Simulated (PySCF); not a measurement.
The PySCF input:
```python
from pyscf import gto, scf, dft

mol = gto.M(
    atom='''
S    -0.00757534    0.10361495   -0.00257768
H    -0.92914297   -0.90072190    0.04307107
H     1.05034843   -0.75711727   -0.00182812
''',
    basis='def2-tzvp',
    charge=1,
    spin=1,
    verbose=4,
)

mf = dft.UKS(mol)
mf.xc = 'b3lyp'
mf.kernel()
```

Q: What does this run give for the number of basis functions, Mulliken (on the basis functions themselves) charges in atom order, HOMO energy?

A: 
```yaml
number_of_basis_functions: 49
Mulliken (on the basis functions themselves) charges in atom order: S1 0.44, H2 0.28, H3 0.28
HOMO energy: -17.77 eV
```

These values belong to the state on which the SCF converged, which isn't shown to be the lowest.
